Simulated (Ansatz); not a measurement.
Program: Ansatz. Geometries: PBE0-D4/def2-TZVP. ΔE: electronic, gas phase. CCSD(T)/CBS is the MP2 limit (def2-TZVPP, def2-QZVPP) plus CCSD(T) − MP2 in def2-TZVPP, frozen cores. This one scheme is used for every species. Functionals use def2-TZVPP. One conformer a species, not always the lowest.

`[SiH3]N[SiH2]S` + `C=N` → `C=N[SiH2]S` + `N[SiH3]`  (ligand exchange at the Si–N bond)

```json
{"level": "PBE0", "ΔE (eV)": "0.25"}
{"level": "CCSD/CBS(def2)", "ΔE (eV)": "0.30"}
```

(1) What does CCSD(T)/CBS give? (Estimate.)

Largest T1 diagnostic among the species: 0.013.

Results:

(1) Computed: +0.30 eV. The listed levels differ from it by -0.05, 0.00 eV.

The D4 term adds +0.04 eV with B3LYP and +0.02 eV with PBE0; it sums over pairs of atoms, weighted by their polarisabilities, and B3LYP, whose exchange is more repulsive, gets the larger term.

B3LYP here is the variant with VWN-RPA as its local correlation; programs differ in this.
